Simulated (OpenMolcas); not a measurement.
**N2+: RASPT2 settings compared**

```json
{"Program": "OpenMolcas", "Basis": "ANO-R3 [4s4p2d1f]", "Scalar Hamiltonian": "X2C, finite nucleus", "Active space": "3 electrons in 9 orbitals (RAS2 2s 2p; RAS3 3d, at most 2 electrons)", "State averaging": "2S+1 = 4 odd, 1 root (0 in the spin-orbit step); 2S+1 = 2 odd, 3 roots; 2S+1 = 4 even, 3 roots; 2S+1 = 2 even, 9 roots", "Spin-orbit coupling": "state interaction with AMFI integrals over the reference wave functions, term energies averaged over their components"}
```

Methods on the same reference wave functions:
A. RASSCF
B. SS-RASPT2, IPEA 0.75 Eh, imaginary shift 0.15 Eh (closed shells correlated: 1s)
C. XMS-RASPT2, IPEA 0.1 Eh, imaginary shift 0.1 Eh (closed shells correlated: 1s)
D. XMS-RASPT2, IPEA 0.15 Eh, imaginary shift 0.5 Eh (closed shells correlated: 1s)

Energies in cm⁻¹ above 2s² 2p ²P°_1/2, the measured ground level; measured values from Moore, Selected Tables of Atomic Spectra, NSRDS-NBS 3, section 5.

| Level | A | B | C | D | Measured |
| --- | --- | --- | --- | --- | --- |
| 2s² 2p ²P°_1/2 | 0.0 | 0.0 | 0.0 | 0.0 | 0.0 |
| 2s² 2p ²P°_3/2 | 162 | 162 | 162 | 162 | 174 |
| 2s 2p² ⁴P_1/2 | 55952 | 56688 | 56660 | 56658 |  |
| 2s 2p² ⁴P_3/2 | 56008 | 56745 | 56717 | 56715 | 57247 |
| 2s 2p² ⁴P_5/2 | 56102 | 56838 | 56810 | 56808 | 57328 |
| 2s 2p² ²D_3/2 | 103869 | 101551 | 101324 | 101339 | 101031 |
| 2s 2p² ²D_5/2 | 103870 | 101552 | 101325 | 101339 | 101024 |
| 2s 2p² ²S_1/2 | 137886 | 132507 | 131889 | 132540 | 131004 |

Deviations, from unrounded energies. A percentage is the sum of absolute deviations over the sum of measured energies, with the sign that they share, or ± where signs differ.

```json
{"Against measurement": "mean absolute deviation (cm-1)", "Levels": "6", "A": "2500", "B": "590", "C": "420", "D": "540"}
{"Against measurement": "fine structure of the ground term (%)", "Levels": "1", "A": "-7.2", "B": "-7.2", "C": "-7.2", "D": "-7.2"}
{"Against measurement": "other configurations (%)", "Levels": "5", "A": "±3.4", "B": "±0.8", "C": "±0.6", "D": "±0.7"}
```

C lies closest to measurement on these levels and A furthest from it. The largest miss of C in the table is 2s 2p² ²S_1/2, by +880 cm-1. The ranking rests on the paired levels alone, and a cruder setting can come out closer through cancelling errors.

Among B to D the level of the table that moves most is 2s 2p² ²S_1/2, by 650 cm-1 (lowest in C, highest in D).

The lowest spin-free term lies below A's lowest term by 0.019 hartree in B, 0.020 hartree in C, 0.020 hartree in D.

Active for correlation alone: 3d; no level in the range computed is led by a configuration that fills it, so any true level of that kind is missing. Computed and measured levels are paired by configuration, term and J; levels that our copy of the source lacks, or whose pairing is in doubt (as where it misses far off the trend of its configuration), stay unpaired and out of the deviations. Only configurations of the active space appear. The table leaves out levels that lie high or whose names do not pair safely across all columns.

° marks odd parity.
